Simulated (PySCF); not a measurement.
Estimate the missing entries of this data sheet.

Species: C₂H₈OSi₂.
Structure used (GFN2-xTB), in Å, numbered top down from 1:
```xyz
13
C2H8OSi2 angstrom
Si     2.3701    0.6553   -0.0546
O      1.2543   -0.5201   -0.1621
Si    -0.2684   -1.0624   -0.2922
C     -1.6165    0.0194   -1.0202
C     -1.6810   -0.1384    0.5252
H      1.8989    1.6657    0.8909
H      2.5423    1.2201   -1.3922
H      3.5550   -0.0485    0.4243
H     -0.1614   -2.4952   -0.4329
H     -1.4009    1.0180   -1.3773
H     -2.4455   -0.4146   -1.5614
H     -2.5490   -0.6644    0.8972
H     -1.5022    0.7656    1.0926
```

```json
{"property": "rotational constants A, B, C of the GFN2-xTB geometry", "level": "GFN2-xTB", "value": "?"}
{"property": "dipole moment", "level": "PBE0/def2-SVPD", "value": "0.33 D"}
{"property": "HOMO energy", "level": "PBE0/def2-SVPD", "value": "-6.61 eV"}
{"property": "LUMO energy", "level": "PBE0/def2-SVPD", "value": "?"}
{"property": "lowest singlet excitation", "level": "TDDFT PBE0/def2-SVPD", "value": "5.50 eV (225 nm, f = 0.001)"}
{"property": "strongest line among the 8 lowest singlet transitions", "level": "TDDFT PBE0/def2-SVPD", "value": "?"}
{"property": "lowest triplet excitation (Tamm–Dancoff)", "level": "TDA PBE0/def2-SVPD", "value": "5.25 eV"}
{"property": "static isotropic polarisability", "level": "PBE0/def2-SVPD", "value": "?"}
{"property": "electronic spatial extent ⟨r²⟩ about the centre of nuclear charge", "level": "PBE0/def2-SVPD", "value": "851 bohr²"}
{"property": "13C chemical shifts (computed TMS as zero) by class", "level": "GIAO PBE0/pcSseg-1", "value": "-2.0 (C4/C5) ppm"}
{"property": "1H chemical shifts (computed TMS as zero) by class", "level": "GIAO PBE0/pcSseg-1", "value": "5.02 (H6/H7/H8), 4.82 (H9), 1.02 (H10/H13), 0.39 (H11/H12) ppm"}
{"property": "isotropic shieldings of nuclei other than C and H, by class", "level": "GIAO PBE0/pcSseg-1", "value": "?"}
```

The electronic properties come from PySCF, for the isolated species, density fitting. NMR classes are plain means over equivalent atoms (diastereotopic ones count apart unless rotation or inversion swaps them), as if these changed places fast; in this geometry the members of some classes differ.

Task: Give the static isotropic polarisability.

Result: 76.9 au.

Task: The LUMO energy?

Result: -0.01 eV.

Task: What is the strongest line among the 8 lowest singlet transitions?

Result: S3 at 6.50 eV (191 nm, f = 0.151).

Task: The rotational constants A, B, C of the GFN2-xTB geometry?

Result: 7.604, 1.613, 1.520 GHz.

Task: The isotropic shieldings of nuclei other than C and H, by class?

Result: 350 (O2), 390 (Si1), 428 (Si3) ppm.

In wavenumbers S1 is 44400 cm⁻¹ (1 eV = 8065.54 cm⁻¹). No computed singlet falls in the visible range (750 to 380 nm, 1.65 to 3.26 eV); S1 lies 2.24 eV above its blue end. With B = h/(8π²I), that is 505.379 GHz u Å² over I, the principal moments of inertia are 66.5, 313.3 and 332.5 u Å² (most abundant isotopes). The dipole matches unit charges of opposite sign 0.07 Å apart (1 e·Å = 4.8032 D). The rotational constants make it an asymmetric top with κ = (2B − A − C)/(A − C) = -0.97, nearer the prolate limit (−1). The vertical singlet–triplet gap S1 − T1 is 0.25 eV (TDDFT singlet less Tamm–Dancoff triplet; S1: HOMO→LUMO, weight 0.97; T1: HOMO→LUMO, weight 0.85).

One conformer stands for the species.
